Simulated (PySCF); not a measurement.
Species: In(iPr)3, C9H21In.
Bonds: In1–C2, In1–C12, In1–C22, C2–C3, C2–C4, C12–C13, C12–C14, C22–C23, C22–C24. Hydrogens: H5 on C2; H6, H7, H8 on C3; H9, H10, H11 on C4; H15 on C12; H16, H17, H18 on C13; H19, H20, H21 on C14; H25 on C22; H26, H27, H28 on C23; H29, H30, H31 on C24.

Method: PySCF 2.14.0, PBE0-D3(BJ)/def2-SVP geometry optimisation, gas phase, def2 core potentials past Kr; density fitting, grid level 1; the optimiser is geomeTRIC in internal coordinates, started from a GFN2-xTB structure with every atom displaced at random (about 0.03 Å).

Step 0: E = -14829.2423 eV
```
atom  x, y, z in Å  |  force x, y, z in eV/Å
In1     0.0636   -0.0744    0.0054   -0.959   0.716  -0.276
C2      2.3068   -0.0345   -0.0280    0.402   0.255  -1.103
C3      2.7814    0.7666    1.1418    3.247  -0.847   0.398
C4      2.9199    0.5734   -1.3450   -7.806  -0.369   0.731
H5      2.6527   -1.0804    0.0292   -0.049  -0.010   0.261
H6      2.5083    0.3323    2.0998   -0.141  -0.138   0.537
H7      2.4954    1.7933    1.1380   -0.671   1.228  -0.130
H8      3.9814    0.8333    1.1506   -2.146  -0.249   0.045
H9      3.9079    0.6147   -1.3042    5.100   0.187  -0.074
H10     2.4663   -0.0385   -2.1508    0.853   0.247  -0.286
H11     2.4259    1.5788   -1.4350    0.846  -0.351  -0.227
C12    -1.1283    2.0249    0.0181   -2.739  -2.269  -0.464
C13    -2.0364    2.1710    1.2544    5.408   0.076   1.619
C14    -2.0994    2.0908   -1.2035    2.228  -2.006   0.331
H15    -0.4302    2.8065   -0.0483    1.353   1.409  -0.048
H16    -1.2935    2.1818    2.1765   -1.577  -0.015  -1.221
H17    -2.6408    1.3362    1.3716   -1.730  -1.822   0.293
H18    -2.5641    3.0825    1.3155   -1.082   1.478  -0.187
H19    -2.6410    2.9833   -1.2298   -1.292   1.973   0.159
H20    -1.5348    2.0600   -2.1289    0.295  -0.030  -0.690
H21    -2.7982    1.2455   -1.2545   -0.131  -0.071   0.222
C22    -1.1549   -2.0591   -0.0318    0.535   2.585  -0.403
C23    -0.9166   -2.6876    1.2478   -0.539  -0.794   3.778
C24    -0.7386   -2.8317   -1.2047    0.222  -0.485  -1.498
H25    -2.1979   -1.8106   -0.0953   -0.942   0.465  -0.144
H26    -1.3313   -2.0834    2.1523    0.690  -0.695  -1.314
H27     0.1169   -2.9626    1.5090    0.326   0.321  -0.205
H28    -1.4318   -3.6639    1.3646   -0.219  -0.099  -0.214
H29    -1.2154   -3.8325   -1.2168   -0.132   0.013  -0.203
H30    -0.9695   -2.2952   -2.1731    0.274  -0.622   0.691
H31     0.3349   -3.0313   -1.1313    0.377  -0.082  -0.381
```

Question: Estimate the geometry and energy of step 1. (The exact step hangs on the optimiser's Hessian estimate; all steps are aligned on step 0, rigid shifts and turns removed.)

Answer: E = -14830.7524 eV, largest force 1.825 eV/Å
```
atom  x, y, z in Å  |  force x, y, z in eV/Å
In1     0.0199   -0.0312    0.0018   -0.366   0.251  -0.156
C2      2.2324   -0.0101   -0.0298    0.149   0.079  -0.527
C3      2.7260    0.7742    1.1704    0.972   0.025   0.146
C4      2.7939    0.5762   -1.3535   -1.654  -0.172   0.753
H5      2.5684   -1.0585    0.0427   -0.001   0.000   0.104
H6      2.4432    0.3358    2.1408   -0.148   0.009  -0.009
H7      2.4095    1.8273    1.1567   -0.236   0.067   0.006
H8      3.8476    0.8261    1.1871   -0.396  -0.092  -0.031
H9      3.8815    0.6085   -1.3258    0.476   0.040  -0.235
H10     2.4067    0.0016   -2.2091    0.419  -0.142  -0.127
H11     2.3794    1.5892   -1.4979    0.353   0.145   0.010
C12    -1.0873    1.9376    0.0155   -0.598  -0.600  -0.181
C13    -1.9326    2.0788    1.2875    1.390  -0.045   0.401
C14    -1.9967    1.9938   -1.2233    0.633  -0.180   0.040
H15    -0.3518    2.7480   -0.0509    0.149   0.137   0.091
H16    -1.2758    2.0927    2.1901   -0.249  -0.001  -0.257
H17    -2.6030    1.2243    1.4220   -0.403  -0.013  -0.049
H18    -2.4816    3.0297    1.3164   -0.363   0.054  -0.102
H19    -2.5712    2.9304   -1.2459   -0.237   0.128  -0.007
H20    -1.4193    1.9553   -2.1635   -0.002   0.027   0.004
H21    -2.6989    1.1458   -1.2556   -0.140   0.053   0.059
C22    -1.1563   -1.9501   -0.0204    0.435   0.895  -0.114
C23    -0.9115   -2.6281    1.2993   -0.261  -0.747   0.914
C24    -0.7352   -2.7699   -1.2228    0.002  -0.393   0.038
H25    -2.2176   -1.6683   -0.0911   -0.059  -0.025  -0.074
H26    -1.2779   -2.0487    2.1725    0.126   0.050  -0.246
H27     0.1430   -2.8860    1.5098    0.044   0.196  -0.184
H28    -1.4444   -3.6032    1.3885    0.010   0.105  -0.183
H29    -1.2428   -3.7569   -1.2400   -0.072   0.083  -0.059
H30    -0.9516   -2.2674   -2.1799    0.007  -0.036   0.022
H31     0.3428   -3.0074   -1.1982    0.021   0.101  -0.045
```

The energy changes by -1.5101 eV. The first-order estimate −F·Δx gives -2.5595 eV and the mean of the old and new forces, exact on a quadratic surface, -1.5236 eV. The step makes an angle of 72° with the force vector and moves no atom by more than 0.160 Å.

What follows is the cost of the whole optimisation. On 2 threads, Intel Xeon 6975P-C (x86_64), shared host with 192 logical CPUs at a one-minute load of 36, this took 2.2 min wall, 5.2 min CPU and 1.6 GiB of memory at its peak.
